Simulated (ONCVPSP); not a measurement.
# aluminium (Al): variants of one ONCV potential

Base potential:

aluminium (Al), optimised norm-conserving Vanderbilt (ONCV), made with ONCVPSP 4.0.1 (LDA (Perdew-Wang 92), scalar-relativistic). Core [Ne], reference 3s2 3p1. Waves: 3s: rc 2.30 bohr, ncon 5, nbas 9, qcut 3.6 1/bohr, 1 projector; 3p: rc 2.75 bohr, ncon 4, nbas 8, qcut 3.3 1/bohr, 2 projectors, debl 1.4 Ha. Local part: polynomial inside 1.55 bohr (lpopt 5, dvloc0 0 Ha). Core correction: Teter function, fcfact 3, rcfact 1.35.

All-electron outer shells of the reference configuration (LDA (PZ), scalar-relativistic, ld1.x):

```
shell  level (eV)  outermost node (bohr)  outermost maximum (bohr)
   2s     -107.50                   0.17                      0.50
   2p      -69.71                      –                      0.43
   3s       -7.84                   0.80                      2.06
   3p       -2.79                   0.82                      2.64
```

Cutoffs, loose and tight: the cutoffs (Ha) at which the residual kinetic energy of the hardest occupied pseudo-wave falls to 1 and 0.1 mHa per electron. They do not see the model core or the augmentation charge, which bear on the density cutoff. Test errors are all-electron minus pseudo excitation energies from the reference, over the configurations 3s2 3p0; 3s1 3p0; 3s2 3p0.5; 3s1 3p1. A dash means not determined; rows that change the core or the reference have their own tests.

| change | outcome | cutoff, loose | cutoff, tight | bound ghosts | GHOST(+) flags above zero | largest test error (meV) |
| --- | --- | --- | --- | --- | --- | --- |
| base | generated | 5.4 Ha | 11 Ha | none | none | +33 |
| core correction polynomial model core, fcfact 0.2 | generated | 5.4 Ha | 11 Ha | none | none | +19 |
| s: nproj 2 | generated | 5.4 Ha | 11 Ha | none | s | +19 |
| p: qcut 3 | generated | 5.4 Ha | 11 Ha | none | none | +32 |
| p: qcut 4.1 | generated | 5.4 Ha | 11 Ha | none | none | +35 |
| core correction Teter function, fcfact 3, rcfact 1.96 | generated | 5.4 Ha | 11 Ha | none | none | -180 |
| p: rc 2.3, qcut 3.9 | generated | 5.4 Ha | 11 Ha | none | none | +37 |
| s: rc 3.14 | generated | 4.0 Ha | 5.2 Ha | none | none | +33 |

Problem. What comes out with this change to the base: core [He], valence charge 11; reference 2s2 2p6 3s2; waves now 2s+3s: rc 0.90 bohr, ncon 3, nbas 7, qcut 12.4 1/bohr, 2 projectors; 2p: rc 0.65 bohr, ncon 4, nbas 6, qcut 17.3 1/bohr, 1 projector; local potential polynomial inside 0.45 bohr (lpopt 5, dvloc0 -1 Ha)?

Solution. outcome: generated; cutoff, loose: 143 Ha; cutoff, tight: 228 Ha; bound ghosts: none; GHOST(+) flags above zero: none; largest test error (meV): -12.
